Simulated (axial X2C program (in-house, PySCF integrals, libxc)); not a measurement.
## Potential curves of SiAs⁻, with spin–orbit coupling

Computed with an axial X2C code built on PySCF integrals. Two-component (2c) means X2C with spin–orbit coupling and atomic mean-field two-electron Coulomb and Gaunt terms. Basis: As dyall-acv3z [10s10p7d5f1g], Si dyall-av3z [9s8p3d2f] (cores contracted in-house); Gaussian nuclei, density fitting, unrestricted open shells. Masses: As 74.922 u, Si 27.977 u.

State: Ω = 0 (closed shell). Energies in cm⁻¹ from the fragments at the same level (As + Si-). Fits are polynomials in 1 − R0/R over 0.85 to 1.23 times the lowest point R0.

```
 R (Å)    PBE0     PBE
1.8305  -26845  -28171
1.9146  -32649  -34274
1.9778  -35168  -37046
2.0409  -36479  -38628
2.1040  -36845  -39283
2.1776  -36360  -39151
2.2513  -35141  -38299
2.3460  -32819  -36461
2.4617  -29258  -33504
2.6300  -23405  -28530
```

The state is one determinant whose occupation by symmetry is held fixed; it was picked as the lowest of a PBE0 search that is not exhaustive. Closed shells are restricted here (equal orbitals for both partners); the stretched side of such a curve lies too high. De is counted from the lowest determinant-based energies of the atoms at the same level, without counterpoise correction. Without a current term, density functionals place determinants with orbital angular momentum somewhat too high. The highest occupied level of some functionals is positive through self-interaction error; at Hartree–Fock it is bound.

Problem. Fit the PBE0 curve near its minimum: give the equilibrium distance, the harmonic wavenumber and the well depth.

Solution. At PBE0, 2c: Re = 2.101 Å, ωe ≈ 553 cm⁻¹, De = 4.57 eV to As + Si-; Be follows as 0.187 cm⁻¹.

Problem. Fit the PBE curve near its minimum: give the equilibrium distance, the harmonic wavenumber and the well depth.

Solution. At PBE, 2c: Re = 2.129 Å, ωe ≈ 518 cm⁻¹, De = 4.88 eV to As + Si-; Be follows as 0.183 cm⁻¹.
